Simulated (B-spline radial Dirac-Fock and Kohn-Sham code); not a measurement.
Dipole and non-dipole photoemission parameters of Rh 2p1/2

System: atomic rhodium in the configuration 1s2 2s2 2p6 3s2 3p6 3d10 4s2 4p6 4d8 5s1; threshold 3146.0 eV (tabulated edge). Model: Dirac-Hartree-Slater photoionisation with a Latter tail; cross sections with all multipoles, angular parameters from the dipole term and its interference with E2. Program: a radial finite-basis atomic code.

Input of the calculation (task.json; shells as n, l, electrons):

```json
{"items": [{
  "Z": 45,
  "q": 0,
  "cfg": [[1, 0, 2], [2, 0, 2], [2, 1, 6], [3, 0, 2], [3, 1, 6], [3, 2, 10], [4, 0, 2], [4, 1, 6], [4, 2, 8], [5, 0, 1]],
  "A": 103,
  "rrms": 4.4945,
  "do": "xps",
  "hv": [56.4, 100, 130.0, 200, 216.0, 242.0, 284.0, 299.0, 300, 308.0, 370.0, 400, 511.0, 544.0, 600, 652.0, 800, 862.0, 1050.0, 1260.0, 2240.0, 2360.0, 3850.0, 3880.0, 4980.0, 6000, 8047.8, 11600.0, 14000.0],
  "edges": {"K": 23220.0, "L1": 3412.0, "L2": 3146.0, "L3": 3004.0, "M1": 628.1, "M2": 521.3, "M3": 496.5, "M4": 311.9, "M5": 307.2, "N1": 81.4}
}]}
```

Run with: `python xray2_run.py task.json out`

For linearly polarised light dσ/dΩ = σ/(4π) [1 + β P₂(cos θ) + (δ + γ cos²θ) sin θ cos φ], with θ from the polarisation vector and φ the angle between the beam and the projection of the electron momentum on the plane normal to the polarisation.

```
hν (eV)  σ (kb)      β       γ      δ
   3850    51.7  1.358  -0.093  0.016
   3880    50.6  1.364  -0.079  0.017
   4980    25.8  1.438   0.355  0.037
   6000       ?      ?       ?      ?
 8047.8    6.55  1.359   1.077  0.074
  11600    2.17  1.231   1.552  0.118
  14000    1.21  1.154   1.768  0.149
```

Q: Give the values at 6000 eV.

A: σ = 15.3 kb, β = 1.426, γ = 0.652, δ = 0.049.
